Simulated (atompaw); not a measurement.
# Logarithmic derivatives: technetium, PAW (atompaw)

technetium, PAW, made with atompaw 4.2.0.5 (PBE, scalar-relativistic). Core [Ar] 3d10, reference 4s2 4p6 4d5 5s2 5p0. Waves: 4s (bound): rc 1.80 bohr; 5s (bound): rc 2.20 bohr; 4p (bound): rc 2.05 bohr; 5p (bound, empty): rc 2.20 bohr; 4d (bound): rc 2.20 bohr; 4d channel at 0.1 Ry: rc 2.20 bohr. Local part: bessel scheme, radius 1.85 bohr. Core correction: smooth core density matched at 1.55 bohr. Augmentation charge: sinc compensation charge, radius 1.85 bohr; PAW radius 2.20 bohr; waves and projectors: custom rrkj gramschmidtortho.

The phase is arctan(r·u′/u) with u = r·R(r), unwrapped; energies in Ry, scanned from -7 to 5 Ry. A pole is an energy at which the radial function vanishes at the test radius. The pseudo phase is shifted by a multiple of π to meet the all-electron one at the reference energy, and phase errors are pseudo minus all-electron; the curves can meet again beyond the range given. Levels narrower than the energy grid can be missing from the lists of poles.

```csv
channel,radius (bohr),reference energy (Ry),"poles, all-electron","poles, pseudo",unbroken range about the reference energy with phases within 0.05 rad,phase error 1 Ry above the reference energy (rad)
s,2.21,-0.37,"-5.27, 4.78","-5.28, 4.34",the whole range,-0.010
p,2.21,-0.10,-3.08,"-3.08, 4.88",below 1.3,-0.012
d,2.21,-0.49,0.36,0.36,below 3.9,+0.000
```

Phases in the d channel:

| E (Ry) | all-electron | pseudo |
| --- | --- | --- |
| -7.00 | 1.396 | 1.396 |
| -6.76 | 1.392 | 1.392 |
| -6.52 | 1.389 | 1.389 |
| -6.28 | 1.385 | 1.385 |
| -6.04 | 1.381 | 1.381 |
| -5.80 | 1.377 | 1.377 |
| -5.56 | 1.372 | 1.372 |
| -5.32 | 1.367 | 1.367 |
| -5.08 | 1.362 | 1.362 |
| -4.84 | 1.356 | 1.356 |
| -4.60 | 1.349 | 1.349 |
| -4.36 | 1.342 | 1.342 |
| -4.12 | 1.334 | 1.334 |
| -3.88 | 1.325 | 1.325 |
| -3.64 | 1.315 | 1.315 |
| -3.40 | 1.304 | 1.304 |
| -3.16 | 1.290 | 1.291 |
| -2.92 | 1.275 | 1.275 |
| -2.68 | 1.256 | 1.256 |
| -2.44 | 1.232 | 1.233 |
| -2.20 | 1.203 | 1.203 |
| -1.96 | 1.163 | 1.163 |
| -1.72 | 1.107 | 1.107 |
| -1.48 | 1.020 | 1.020 |
| -1.24 | 0.870 | 0.870 |
| -1.00 | 0.561 | 0.561 |
| -0.76 | -0.110 | -0.110 |
| -0.52 | -0.868 | -0.868 |
| -0.28 | -1.244 | -1.244 |
| -0.04 | -1.422 | -1.422 |
| 0.20 | -1.524 | -1.524 |
| 0.44 | -1.591 | -1.591 |
| 0.68 | -1.642 | -1.642 |
| 0.92 | -1.683 | -1.683 |
| 1.16 | -1.719 | -1.719 |
| 1.40 | -1.753 | -1.753 |
| 1.64 | -1.787 | -1.786 |
| 1.88 | -1.822 | -1.821 |
| 2.12 | -1.861 | -1.860 |
| 2.36 | -1.906 | -1.904 |
| 2.60 | -1.960 | -1.957 |
| 2.84 | -2.027 | -2.023 |
| 3.08 | -2.115 | -2.109 |
| 3.32 | -2.237 | -2.226 |
| 3.56 | -2.413 | -2.392 |
| 3.80 | -2.671 | -2.634 |
| 4.04 | -3.026 | -2.968 |
| 4.28 | -3.425 | -3.356 |
| 4.52 | -3.764 | -3.702 |
| 4.76 | -4.005 | -3.955 |
| 5.00 | -4.169 | -4.128 |
